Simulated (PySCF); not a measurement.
V²⁺: excitation energy

V²⁺ [Ar] 3d3 (4F) → V²⁺ [Ar] 3d2 4p1 (high-spin determinant), as a difference of total energies. Calculation: PySCF 2.14, in x2c-QZVPPall (11s7p5d3f2g, 96 functions); scalar relativity by spin-free X2C-1e. Correlated levels: valence: [Ar] frozen; valence and next inner shell: [Ne] frozen. The calculations carry no spin-orbit coupling.

```csv
method,excitation energy (eV)
UHF,10.184
LDA,10.788
PBE,10.595
PBE0,10.674
r2SCAN,10.852
TPSS,10.521
wB97X-V,10.792
HSE06,10.636
CAM-B3LYP,10.740
MP2 (valence),10.449
SCS-MP2 (valence),10.272
MP2 (valence and next inner shell),10.744
SCS-MP2 (valence and next inner shell),10.572
```

How much does correlation contribute at MP2 (valence and next inner shell)?

10.744 − (10.184) = 0.560 eV, measured against UHF.

A first-order spin-orbit estimate (lowest level to lowest level, LS coupling) adds -0.032 eV.

The basis was made for the ground configuration and has no added diffuse functions, so the excitation energy can come out too high.

The determinant of the upper state mixes LS terms, which raises its energy above the lowest term, most at the Hartree-Fock and MP2 levels.
